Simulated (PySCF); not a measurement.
```xyz
4
charge 0 multiplicity 4, angstrom
Ru    0.1045    0.0001    0.0000
Cl    2.3200    0.0014    0.0000
Cl   -1.3175    1.6650    0.0000
Cl   -1.3154   -1.6667    0.0000
```

All numbers come from UBP86/[Ru def2-TZVP with ECP28, Cl def2-TZVP], scalar-relativistic core potentials, density fitting, no spin–orbit coupling, PySCF.

This geometry of RuCl₃ is a stationary point at this level.

(1) What is the point group?

(2) Is it a minimum?

(3) List the harmonic modes with their infrared intensities.

(4) Give the atomic charges and bond orders.

Answers

(1) C2v.

(2) No: it has 1 imaginary mode, at 67i cm⁻¹ (b2).

(3) 
```tsv
symmetry	ω (cm⁻¹)	IR (km/mol)	type
b2	67i	–	bend
b1	89	0.9	bend
a1	127	0.0	bend
a1	362	4.0	stretch
b2	410	40.4	stretch
a1	424	76.5	stretch
```

(4) 
| atom | Mulliken | Löwdin | polar tensor | spin (Mulliken) | Mayer order to Ru1 |
| --- | --- | --- | --- | --- | --- |
| Ru1 | 0.73 | -0.40 | 1.09 | 2.29 | – |
| Cl2 | -0.28 | 0.09 | -0.42 | 0.23 | 1.13 |
| Cl3,4 | -0.22 | 0.15 | -0.33 | 0.24 | 1.19 |

Other isomers or separated fragments may lie lower. With open d or f shells other occupations or spin states may lie lower.
